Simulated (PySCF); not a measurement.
Ar²⁺ (argon, charge +2) across methods

[Ne] 3s2 3p3 4s1, high-spin 5S determinant (an excited configuration). All numbers are calculated (PySCF 2.14, the spin-free X2C one-electron Hamiltonian (Gaussian nucleus), in dyall-av3z).

| method | E (hartree) | mean ε 3s β (eV) | mean ε 3p α (eV) | mean ε 4s α (eV) | Σ⟨r²⟩ (bohr²) | ⟨S²⟩ |
| --- | --- | --- | --- | --- | --- | --- |
| PW91 | -526.9853 | -53.850 | -43.036 | -16.403 | 24.72 | 6.000 |
| BHandHLYP | -526.9971 | -57.481 | -46.893 | -17.469 | 25.02 | 6.000 |
| PBE | -526.7990 | -53.765 | -42.982 | -16.338 | 24.79 | 6.000 |
| r2SCAN | -526.9418 | -53.957 | -43.869 | -16.352 | 25.15 | 6.000 |
| BLYP | -527.0098 | -54.015 | -42.618 | -16.195 | 24.77 | 6.000 |
| PBE0 | -526.8308 | -55.521 | -45.125 | -16.987 | 24.90 | 6.000 |
| M06 | -526.9713 | -55.524 | -44.788 | -16.907 | 24.79 | 6.000 |
| LDA | -525.3542 | -54.044 | -42.903 | -16.533 | 24.71 | 6.000 |
| UHF | -526.36282 | -59.009 | -50.703 | -18.565 | 25.50 | 6.000 |

The outer electron is Rydberg-like, and this basis confines it to a smaller radius and binds it less than a complete one would.
